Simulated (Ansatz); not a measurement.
boric acid (H3BO3), singlet, geometry from GFN2-xTB; MP2/pcseg-2 (Ansatz, a quantum-chemistry and plane-wave program).

Input for Ansatz:
Ansatz 0.2 input:
```yaml
crystal:
  periodic: [false, false, false]
  atoms:
    - {symbol: O, position_ang: [-1.14257544, -0.76938954, -0.03182750]}
    - {symbol: B, position_ang: [-0.00770897, -0.03931797, -0.00346985]}
    - {symbol: O, position_ang: [-0.11414081, 1.32224772, 0.13027114]}
    - {symbol: O, position_ang: [1.17041255, -0.70476858, -0.10979414]}
    - {symbol: H, position_ang: [-1.93446708, -0.23864193, 0.04760011]}
    - {symbol: H, position_ang: [0.69661442, 1.82756308, 0.14897985]}
    - {symbol: H, position_ang: [1.96682712, -0.17704808, -0.08842676]}
basis:
  gaussian:
    orbitals: pcseg-2
magnetization: {spin_polarized: false}
correlation: {method: mp2}
```

It wrote (shortened):

```
Functional definition: HF
973 factors; integrals over basis functions are off by at most 1.5e-3 eV
mean field evaluation 1: about -6833.3679 eV, gradient 5.3e1 eV
mean field evaluation 2: about -6833.3731 eV, gradient 5.3e1 eV
mean field evaluation 4: about -6838.0492 eV, gradient 2.8e0 eV
mean field evaluation 8: about -6838.0755 eV, gradient 1.9e-1 eV
mean field -6838.07556596 eV, -251.2946420349 hartree, gradient 1.9e-6 eV, S^2 0.000000; 0 other end points of the search recorded, 0 dependent functions left out
4 core orbitals not correlated
reference -6838.07556596 eV, -251.2946420349 hartree; 12, 12 occupied and 146, 146 virtual orbitals, 973 factors
second order -21.77949177 eV of doubles, -0.00000000 eV of singles
Total energy: -6859.85505773 eV, -252.0950235947 hartree
```
